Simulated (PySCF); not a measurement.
Two species compared at the same levels of theory.

First species: C4H7NOSi.
SMILES with atom numbers: `[CH3:1][O:2]/[C:3]([C:4]#[N:5])=[CH:6]\[SiH3:7]` (hydrogens: H8, H9, H10 on C1; H11 on C6; H12, H13, H14 on Si7)

Second species: H₇NSSi₂.
Atom-mapped SMILES: `[SiH3:1][NH:2][SiH2:3][SH:4]` (hydrogens: H5, H6, H7 on Si1; H8 on N2; H9, H10 on Si3; H11 on S4)

Structure used (GFN2-xTB), in Å, numbered top down from 1:
```
atom  x, y, z in Å
Si1   -1.7053    0.7760    0.4575
N2    -0.0939    0.1685    0.6958
Si3    0.8100   -0.8435   -0.3641
S4     2.7949   -0.9938    0.4486
H5    -1.7261    1.3573   -0.8815
H6    -1.9003    1.7638    1.5163
H7    -2.6906   -0.3046    0.5504
H8     0.2349    0.1977    1.6489
H9     0.8815   -0.1975   -1.6670
H10    0.3627   -2.2279   -0.4317
H11    3.0376    0.3068    0.4954
```

Levels: B3LYP/def2-SVPD for dipole moment, HOMO energy, LUMO energy, HOMO–LUMO gap, static isotropic polarisability and electronic spatial extent ⟨r²⟩ about the centre of nuclear charge; TDDFT B3LYP/def2-SVPD for lowest singlet excitation; TDA B3LYP/def2-SVPD for lowest triplet excitation (Tamm–Dancoff); GFN2-xTB for rotational constant A and rotational constant C. Geometries: GFN2-xTB. All species are isolated and taken at one optimised geometry, non-relativistic unless stated. Electronic properties by PySCF.

Dipoles, sizes and rotational constants follow the conformer. The torsions of the flexible species, by atom-mapped SMILES:
- `[CH3:1][O:2]/[C:3]([C:4]#[N:5])=[CH:6]\[SiH3:7]`: C1–O2–C3–C4 0°
- `[SiH3:1][NH:2][SiH2:3][SH:4]`: Si1–N2–Si3–S4 173°, H–S4–Si3–N2 -56°

Question: Which of the two has the higher LUMO energy, and by how much?

Answer: The second: -0.44 eV against -1.94 eV, a difference of 1.50 eV.

Question: Which of the two has the higher HOMO–LUMO gap, and by how much?

Answer: The second: 6.75 eV against 5.25 eV, a difference of 1.50 eV.

Question: Which has the higher ⟨r²⟩?

Answer: The first: 1121 bohr² against 975 bohr², a difference of 146 bohr².

Question: Which of the two has the higher dipole moment, and by how much?

Answer: The first: 2.36 D against 1.47 D, a difference of 0.89 D.

Question: Which has the higher static isotropic polarisability?

Answer: The first: 88.0 au against 83.0 au, a difference of 5.0 au.

Question: Which has the higher T1 energy?

Answer: The second: 5.57 eV against 3.13 eV, a difference of 2.44 eV.

Question: Which has the higher rotational constant C?

Answer: The second: 1.182 GHz against 1.015 GHz, a difference of 0.167 GHz.

Question: Which has the higher rotational constant A?

Answer: The second: 12.562 GHz against 3.751 GHz, a difference of 8.811 GHz.

On the first: The polarisability is 13.04 Å³ as a volume (1 au = 0.148185 Å³), or 1.47 au for each of the 60 electrons. The 8 singlets span 5.12 to 6.99 eV, and their oscillator strengths add up to 0.41.

On the second: The principal polarisabilities are 71.0, 76.5 and 101.4 au; their mean is the isotropic value. The 8 singlets span 5.85 to 7.18 eV, and their oscillator strengths add up to 0.14.
